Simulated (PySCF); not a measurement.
**Polarisability and C₆ of Hf (hafnium, neutral)**

[Xe] 4f14 5d2 6s2, high-spin 3F determinant. Calculation: PySCF 2.14, in def2-QZVPPD with the def2 core potential (60 electrons) (7s6p4d3f2g, 84 functions); a scalar-relativistic core potential. Coupled (time-dependent) response in atomic units; α is the mean over directions.

```tsv
method	mean α (bohr³)	α xx, yy, zz	C₆ (like pair)	S(−4)
CAM-B3LYP	100.0	100.0, 100.0, 100.0	1317	4757
r2SCANh	103.9	104.0, 104.0, 103.6	1451	4286
```

S(−4) is the Cauchy moment in α(ω) = α(0) + S(−4) ω² + …

Reference α: 103 ± 6 bohr³ (recommended; Schwerdtfeger and Nagle, table of static dipole polarizabilities (2023 update)). Published C₆: 1040 (Gould and Bucko (2016)).

Spin-orbit coupling is absent.

α(iu) at CAM-B3LYP:

| u (hartree) | α(iu) (bohr³) |
| --- | --- |
| 0 | 100.0 |
| 0.0500 | 90.11 |
| 0.100 | 71.62 |
| 0.200 | 42.64 |
| 0.300 | 27.60 |
| 0.500 | 14.77 |
| 0.750 | 8.711 |
| 1.00 | 5.931 |
| 1.50 | 3.372 |
| 2.00 | 2.196 |
| 3.00 | 1.138 |
| 5.00 | 0.4591 |

A single London oscillator, α(iu) = α/(1 + u²/ω²), gives C₆ = (3/4) ω α². Matching the computed C₆ needs ω = 4 × 1317 / (3 × 100.0²) = 0.176 hartree.

The components differ because the open shell of this determinant is not spherical; for a pure term their mean is the scalar polarisability.

Energies and moments cover only the electrons outside the core potential. Spin-orbit coupling, absent here, splits the open shell strongly.
